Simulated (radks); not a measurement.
Charge is removed step by step from the 5p (averaged over the sub-levels emptied) level of Hg3+, starting from [Xe] 4f14 5d9. Calculated with a radial shooting solver on a logarithmic mesh with Libxc functionals: Dirac Kohn-Sham, PBE, spin-unpolarised, spherical densities, finite nucleus; open shells are shared between the two j in proportion to 2j + 1; Fermi nuclear charge, rms radius 5.4648 fm.

| removed (e) | E - E(0) (eV) | eigenvalue (eV) | E minus straight line (eV) |
|---|---|---|---|
| 0 | 0.000 | -101.68 | 0.000 |
| 0.125 | 12.844 | -103.83 | -0.958 |
| 0.25 | 25.958 | -105.99 | -1.646 |
| 0.375 | 39.344 | -108.18 | -2.063 |
| 0.5 | 53.003 | -110.37 | -2.206 |
| 0.625 | 66.938 | -112.59 | -2.073 |
| 0.75 | 81.151 | -114.82 | -1.663 |
| 0.875 | 95.644 | -117.07 | -0.972 |
| 1 | 110.42 | -119.33 | 0.000 |

Removing the whole electron costs 110.42 eV by Delta-SCF, against 101.68 eV from minus the eigenvalue at the starting occupation. Slater's transition state (half an electron removed) gives 110.37 eV. Integrating minus the eigenvalue over the occupation (Janak's theorem) gives 110.42 eV. The mean slope of the eigenvalue, de/dn, is 17.6 eV per electron.
